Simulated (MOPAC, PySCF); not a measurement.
C2H3NO2, SMILES `C(OC#N)O`, neutral singlet in the gas phase. 

Cartesian coordinates (Å):
```xyz
8

N      2.4826     0.0809    -0.0697
C      1.4637    -0.4421    -0.2221
O      0.3275    -1.0084    -0.3897
C     -0.7903    -0.2245     0.1522
O     -0.9343     0.9709    -0.4815
H     -0.6097    -0.1331     1.2275
H     -1.6556    -0.8453    -0.0632
H     -0.2840     1.6017    -0.1534
```
Charge 0, spin multiplicity 1.

All levels are single points at this geometry (PBE0-D4/def2-TZVP); Pople sets use spherical d functions. Orbital energies aren't observables, and empty levels follow the basis.

```csv
level,HOMO (eV),LUMO (eV),gap (eV),dipole (D),"vertical IE, Delta-SCF (eV)"
B3LYP-D3(BJ)/def2-TZVP in PySCF,-8.50,-0.08,8.41,3.71,11.29
PBE-D3(BJ)/def2-TZVP in PySCF,-7.27,-0.63,6.65,3.67,–
PBE0-D4/def2-TZVP in PySCF,-8.74,0.30,9.04,3.71,11.28
B3LYP/3-21G in PySCF,-7.98,1.16,9.14,3.50,–
B3LYP/6-31G* in PySCF,-8.13,0.90,9.03,3.59,11.09
M06-2X/6-31G* in PySCF,-9.91,2.17,12.08,3.56,–
PBE/6-31G* in PySCF,-6.89,0.09,6.98,3.55,–
SVWN5/6-31G* in PySCF,-7.09,-0.17,6.92,3.56,–
HF/3-21G in PySCF,-12.00,5.58,17.58,3.73,–
HF/6-31G* in PySCF,-12.04,5.05,17.09,3.84,10.39
PM3 in MOPAC,-11.59,0.55,12.13,3.12,–
PM6 in MOPAC,-11.64,-0.18,11.46,3.73,–
PM7 in MOPAC,-11.69,-0.05,11.63,3.76,–
```
